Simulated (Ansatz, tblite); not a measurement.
Removing an electron: the cluster B₄H₂⁻ (the lowest doublet isomer of a short search). The state is a doublet with charge -1. Geometry: PBE0-D4/def2-TZVPD. Ansatz, gas phase; energy differences of separate SCF runs; the oxidised species is a singlet (the triplet lies 0.64 eV higher at PBE0-D4/def2-TZVPD).

| atom | x (Å) | y (Å) | z (Å) |
| --- | --- | --- | --- |
| B1 | -0.690 | 0.035 | -1.165 |
| B2 | -0.097 | 0.844 | 0.082 |
| B3 | 0.690 | -0.034 | 1.165 |
| B4 | 0.097 | -0.844 | -0.082 |
| H5 | -1.298 | 0.064 | -2.193 |
| H6 | 1.298 | -0.065 | 2.193 |

The xTB rows come from tblite. Correlated methods freeze 4 core orbitals. The structure comes from a short search, and lower isomers may exist.

Q: Estimate orbital energies and vertical ionisation energies at: GFN1-xTB; GFN2-xTB; PBE-D4/def2-TZVPD; r2SCAN-D4/def2-TZVPD; PBE0-D4/def2-TZVPD; MP2/def2-TZVPPD; CCSD/def2-TZVPPD; CCSD(T)/def2-TZVPPD.

A: 
```
               level  −HOMO (eV)  vertical IE (eV)  −LUMO (eV)  HOMO–LUMO gap (eV)                                                                remarks
            GFN1-xTB           –              5.34           –                   –                                                                      –
            GFN2-xTB           –              2.81           –                   –                                                                      –
   PBE-D4/def2-TZVPD       -0.47              2.34       -1.79                1.32  HOMO above zero (-1 doublet), restricted SCF unstable in HF (singlet)
r2SCAN-D4/def2-TZVPD       -0.18              2.47       -2.29                2.11  HOMO above zero (-1 doublet), restricted SCF unstable in HF (singlet)
  PBE0-D4/def2-TZVPD        0.48              2.40       -2.63                3.11                                restricted SCF unstable in HF (singlet)
     MP2/def2-TZVPPD           –              2.30           –                   –                                      restricted SCF unstable (singlet)
    CCSD/def2-TZVPPD           –              2.22           –                   –          large T1 (0.020) (singlet), restricted SCF unstable (singlet)
 CCSD(T)/def2-TZVPPD           –              2.25           –                   –          large T1 (0.020) (singlet), restricted SCF unstable (singlet)
```

Run but left out: HF/def2-TZVPPD (neutral singlet: restricted singlet, unstable towards broken spin symmetry).  A HOMO above zero means that the electron is unbound at that level or that self-interaction error raises the level; the energy of removing that electron tells which. HOMO and LUMO are the levels of the spin that leaves or enters (xTB has no such levels and no spin-polarisation term). Other spin states of the ions may lie lower, which would lower the ionisation energy or raise the affinity. Raw xTB energy differences between charge states are shifted by several eV; the methods need an empirical correction for them.
